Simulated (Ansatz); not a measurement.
Gas-phase electronic energies from Ansatz, PBE0-D4/def2-TZVP geometries. CBS: MP2 limit from def2 TZ/QZ plus the TZ coupled-cluster correction, frozen cores. This one scheme is used for every species. Triplets are unrestricted, without spin–orbit coupling. One conformer a species, not always the lowest.

`BC(=C)CC` → `BC(=C)C` + `[CH2]` (triplet)  (formal loss of a carbene)

| species | CCSD(T)/CBS(def2) energy (Eh) |
| --- | --- |
| `BC(=C)CC` | -182.38673 |
| `BC(=C)C` | -143.12562 |
| `[CH2]` (triplet) | -39.09499 |

(1) Work out ΔE.

Largest T1 diagnostic among the species: 0.011.

Answers

(1) ΔE = (-143.12562) + (-39.09499) − (-182.38673) = 0.16612 Eh = +104.2 kcal/mol.

In def2-TZVPP, CCSD(T) changes the Hartree–Fock value by +33.1 kcal/mol (the triples alone add +2.7 kcal/mol) and MP2 by +36.3 kcal/mol. The D4 term adds +2.7 kcal/mol with B3LYP and +1.5 kcal/mol with PBE0; it sums over pairs of atoms, weighted by their polarisabilities, and B3LYP, whose exchange is more repulsive, gets the larger term.

B3LYP here is the variant with VWN-RPA as its local correlation; programs differ in this.
